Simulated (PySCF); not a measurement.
# Reading the logs of faulty runs: C2ClGeH6

Calculated results; nothing here was measured. They come from PySCF 2.14.0, an open-source quantum chemistry program, on an isolated molecule that a program drew, which may never have been made. The molecule is C2ClGeH6 (charge 0, doublet), drawn as the SMILES string `[CH3][Ge]([CH3])[Cl]`.

Each row is a Hartree-Fock (HF) and frozen-core CCSD(T) single point in the cc-pV(D+d)Z basis, meant for a local HF minimum. Run 1 is clean. Each other run has one planted mistake out of seven kinds, and not every kind appears here: one electron removed, one electron added, multiplicity raised by two, geometry at a saddle point, minimal basis STO-3G, one bond length entered in bohr, all coordinates scaled. The reference is restricted for singlets and unrestricted otherwise, and also for a bond in bohr. Adding or removing an electron swaps singlet and doublet. Electrons count all cores. HOMO and LUMO are orbital energies over both spins, the gradient is its largest component, and the lowest frequency (negative if imaginary) is given only where the gradient is small. Bond lengths are over the 9 bonds as drawn. T1 is the CCSD diagnostic: over 0.02 (restricted) or 0.045 (unrestricted) a single reference is doubtful. Germanium has the cc-pVDZ-PP basis, with a core potential (ECP10MDF) in place of its 10 inner electrons, and its 3s, 3p and 3d shells are frozen in CCSD(T).

Geometry of the clean run:
```xyz
10
C2ClGeH6, angstrom
C     1.5314    1.3834   -0.6624
Ge   -0.2585    1.1608    0.1136
C    -1.7067    1.4021   -1.1902
Cl   -0.3803   -0.9344    0.7877
H     1.6490    0.6926   -1.5006
H     1.6552    2.4076   -1.0206
H     2.2960    1.1698    0.0843
H    -1.6985    2.4268   -1.5678
H    -2.6713    1.1990   -0.7252
H    -1.5602    0.7106   -2.0233
```

| run | electrons | basis functions | <S^2> | HOMO (eV) | LUMO (eV) | gradient (hartree/bohr) | lowest frequency (cm^-1) | mean bond (Å) | longest bond (Å) | T1 | HF (hartree) | CCSD(T) (hartree) | mistake |
|---|---|---|---|---|---|---|---|---|---|---|---|---|---|
| 1 | 67 | 104 | 0.754 | -8.78 | 1.12 | 4.9e-05 | 129 | 1.4089 | 2.204 | 0.0106 | -832.14701 | -832.72282 | no fault |
| 2 | 67 | 104 | 0.753 | -8.30 | 1.75 | 6.4e-02 | - | 1.3089 | 2.048 | 0.0094 | -832.09490 | -832.66003 | all coordinates scaled |
| 3 | 66 | 104 | 0.000 | -16.80 | -6.77 | 7.3e-02 | - | 1.4089 | 2.204 | 0.0167 | -831.86024 | -832.43817 | ? |
| 4 | 68 | 104 | 0.000 | -0.82 | 9.00 | 7.6e-02 | - | 1.4089 | 2.204 | 0.0092 | -832.14002 | -832.74177 | ? |

**Which mistake was planted in run 3, and what did it cost?**

It counts 66 electrons, one fewer than the clean run, at the same geometry and basis. So the mistake is: one electron removed. Subtracting run 1 and multiplying by 627.51 kcal/mol a hartree, the energy moved by 180.0 kcal/mol in HF and 178.6 kcal/mol in CCSD(T).

**Which mistake was planted in run 4, and what did it cost?**

It counts 68 electrons, one more than the clean run, at the same geometry and basis. So the mistake is: one electron added. Subtracting run 1 and multiplying by 627.51 kcal/mol a hartree, the energy moved by 4.4 kcal/mol in HF and -11.9 kcal/mol in CCSD(T).

